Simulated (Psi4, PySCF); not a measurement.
PySCF was given this input:
```python
from pyscf import gto, scf, cc

mol = gto.Mole()
mol.atom = '''
    N    -0.00000000   -0.00000000   -0.12795743
    H     0.00000000    0.00000000    0.89570199
'''
mol.basis = 'cc-pvdz'
mol.spin = 2
mol.verbose = 4
mol.build()

mf = scf.UHF(mol)
mf.kernel()

mycc = cc.CCSD(mf, frozen=1)
mycc.kernel()
et = mycc.ccsd_t()
print('E(CCSD(T)) = %.10f' % (mycc.e_tot + et))
```

**Question.** Give the equivalent Psi4 input.

**Answer.** Several could match; the one computed here: 
```
memory 2 GB

molecule {
0 3
N    -0.00000000   -0.00000000   -0.12795743
H     0.00000000    0.00000000    0.89570199
}

set {
  basis cc-pvdz
  reference uhf
  freeze_core true
  mp2_type conv
  scf_type pk
  puream true
  d_convergence 1e-8
}

energy('ccsd(t)')
print_variables()
```

Both were run: PySCF gave -55.090871 Eh and Psi4 -55.090871 Eh, 0.000 mEh apart.
